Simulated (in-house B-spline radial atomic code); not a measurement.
Values are calculated unless marked as measured or tabulated.
## Stopping and range of 80 keV Cu in InAs

The pair potential comes from two frozen, spherical free-atom densities (PBE, B-spline radial code, scalar-relativistic past argon): electrostatics plus the change in Thomas-Fermi kinetic and Dirac exchange energy where they overlap, the recipe behind the universal ZBL potential, which averages such potentials (from solid-state densities) over many pairs. It is written V = (Z1 Z2 e²/r) φ(r/a), with e² = 14.3996 eV·Å and a = 0.46850 Å/(Z1^0.23 + Z2^0.23); ZBL's fit is φ = 0.18175 e^(−3.1998x) + 0.50986 e^(−0.94229x) + 0.28022 e^(−0.4029x) + 0.02817 e^(−0.20162x). Where φ falls below 4e-4 it is continued as an exponential.

The target is taken as amorphous, with density 5.68 g/cm³ (NSM archive of the Ioffe Institute); channelling is ignored. Masses: Cu 63.55, In 114.82, As 74.92 u. Nuclear stopping is S_n = 4π a Z1 Z2 e² M1/(M1 + M2) × s_n(ε), with s_n integrated over impact parameters for each pair. Electronic stopping is Lindhard and Scharff's S_e = Z1^(1/6) 8π e² a0 Z1 Z2/(Z1^(2/3) + Z2^(2/3))^(3/2) × v/v0, with a0 = 0.529177 Å and v = v0 at 24.801 keV/u; it misses the oscillations with Z1 seen in experiment, which reach tens of per cent. Compounds add by atom fraction.

```json
{"target atom": "In", "a (Å)": "0.10147", "ε at this energy": "0.2554", "s_n, this pair": "0.3561", "s_n, ZBL potential": "0.3495"}
{"target atom": "As", "a (Å)": "0.10637", "ε at this energy": "0.3341", "s_n, this pair": "0.3656", "s_n, ZBL potential": "0.3505"}
```

Question: What are the atom density and the stopping powers at entry?

Answer: N = 5.68 × 0.602214/94.87 = 0.03606 atoms/Å³. For In: S_n = 9296 × 0.3561 = 3310 eV·Å², S_e = 3.4832 × √80000 = 985.2 eV·Å². For As: S_n = 8454 × 0.3656 = 3091 eV·Å², S_e = 2.9204 × √80000 = 826 eV·Å². Averaged over the target's atoms (half each) and times N × 10 Å/nm, the ion loses N S_n = 1150 eV/nm to recoils and N S_e = 327 eV/nm to electrons; the nuclear share is 78 %.

Along the track:

```tsv
E (keV)	N S_n (eV/nm)	N S_e (eV/nm)
4	612	73
12	874	126
24	1020	179
40	1110	231
60	1140	283
80	1150	327
```

Question: Estimate the path length and the projected range.

Answer: With continuous slowing down the path is the integral of dE/(N (S_n + S_e)). Trapezoids over the table give 61.7 nm, and the stretch below the first row, with stopping taken as √E, adds 2E/(N S) = 12 nm: 73.4 nm in all, against 71.7 nm on a fine grid from 5 eV. Deflections shorten the depth: to first order in the energy passed on, N (S_n + S_e) dR_p/dE = 1 − N S_n (M2/M1) R_p/(2E), summed over the target's atoms, and integrating this on the fine grid gives R_p = 37.7 nm, 0.53 of the path. Lindhard's rule of thumb R/(1 + M2/3M1), with mean M2/M1 = 1.49, gives 47.9 nm. On the ZBL potential the same equation gives 38.7 nm, and the full integral equation, which keeps hard collisions, 41.6 nm.
